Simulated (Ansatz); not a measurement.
Cost and result up the ladder for the cluster Te₄Pb₂ (6 atoms). Charge 0, multiplicity 1. Geometry: PBE-D4/def2-SVP.

```xyz
6

Pb   -0.784   -1.261    1.836
Pb   -0.058    2.292   -0.565
Te    1.625    0.749    1.426
Te   -0.666   -2.264   -0.895
Te    2.113    0.492   -1.290
Te   -2.230   -0.008   -0.513
```

Ansatz on 4 threads of Arm Neoverse V1 on a shared host. Times are rough, and most runs start from the orbitals of an earlier one. PBE0-D4/def2-TZVPD serves as the yardstick here, not as an exact answer. Differences are given only for rows in sets of like size (and for xTB, whose basis is part of the method), since another set adds its own error. Binding counts from free atoms at the same level (Pb triplet, Te triplet; other spins of the atoms weren't run), without zero-point energy or a counterpoise term.

In the def2 sets Pb, Te take a core potential; there is no spin–orbit coupling. B3LYP takes the VWN-RPA correlation. HSE06 is defined as in plane-wave codes, on full-range PBE exchange. Correlated methods freeze 24 core orbitals; core or outer-core shells of Pb, Te are correlated, in sets that lack core-valence functions. The rows differ in basis, and correlated rows in double-zeta sets carry the largest basis error. The structure comes from a short search, and lower isomers may exist.

Correlated methods converge slowly with the basis, most of all in double-zeta sets.

```tsv
level	functions	wall time
PBE-D4/def2-SVP	156	3.2 s
PBE0-D4/def2-SVP	156	7 s
PBE-D4/def2-TZVP	300	7.5 s
BLYP-D4/def2-TZVP	300	8 s
PBE-D4/def2-TZVPD	348	12 s
r2SCAN-D4/def2-TZVP	300	17 s
B3LYP-D4/def2-TZVP	300	17 s
HSE06-D4/def2-TZVP	300	19 s
MP2/def2-TZVP	300	24 s
PBE0-D4/def2-TZVPD	348	26 s
PBE0-D4/def2-TZVP (with forces)	300	27 s
HSE06-D4/def2-TZVPD	348	28 s
RPA@PBE/def2-TZVP	300	36 s
CCSD(T)/def2-SVP	156	2.7 min
```

Task: Estimate what each level gives for the binding energy per atom (eV).

Result: 
```json
{"level": "PBE-D4/def2-SVP", "binding energy per atom (eV)": "2.60", "difference from PBE0-D4/def2-TZVPD (eV)": "–"}
{"level": "PBE0-D4/def2-SVP", "binding energy per atom (eV)": "2.42", "difference from PBE0-D4/def2-TZVPD (eV)": "–"}
{"level": "PBE-D4/def2-TZVP", "binding energy per atom (eV)": "2.63", "difference from PBE0-D4/def2-TZVPD (eV)": "0.17"}
{"level": "BLYP-D4/def2-TZVP", "binding energy per atom (eV)": "2.52", "difference from PBE0-D4/def2-TZVPD (eV)": "0.05"}
{"level": "PBE-D4/def2-TZVPD", "binding energy per atom (eV)": "2.64", "difference from PBE0-D4/def2-TZVPD (eV)": "0.17"}
{"level": "r2SCAN-D4/def2-TZVP", "binding energy per atom (eV)": "2.40", "difference from PBE0-D4/def2-TZVPD (eV)": "-0.06"}
{"level": "B3LYP-D4/def2-TZVP", "binding energy per atom (eV)": "2.43", "difference from PBE0-D4/def2-TZVPD (eV)": "-0.04"}
{"level": "HSE06-D4/def2-TZVP", "binding energy per atom (eV)": "2.47", "difference from PBE0-D4/def2-TZVPD (eV)": "0.00"}
{"level": "MP2/def2-TZVP", "binding energy per atom (eV)": "2.48", "difference from PBE0-D4/def2-TZVPD (eV)": "0.01"}
{"level": "PBE0-D4/def2-TZVPD", "binding energy per atom (eV)": "2.46", "difference from PBE0-D4/def2-TZVPD (eV)": "0.00"}
{"level": "PBE0-D4/def2-TZVP (with forces)", "binding energy per atom (eV)": "2.46", "difference from PBE0-D4/def2-TZVPD (eV)": "0.00"}
{"level": "HSE06-D4/def2-TZVPD", "binding energy per atom (eV)": "2.47", "difference from PBE0-D4/def2-TZVPD (eV)": "0.01"}
{"level": "RPA@PBE/def2-TZVP", "binding energy per atom (eV)": "2.07", "difference from PBE0-D4/def2-TZVPD (eV)": "-0.39"}
{"level": "CCSD(T)/def2-SVP", "binding energy per atom (eV)": "1.97", "difference from PBE0-D4/def2-TZVPD (eV)": "–"}
```
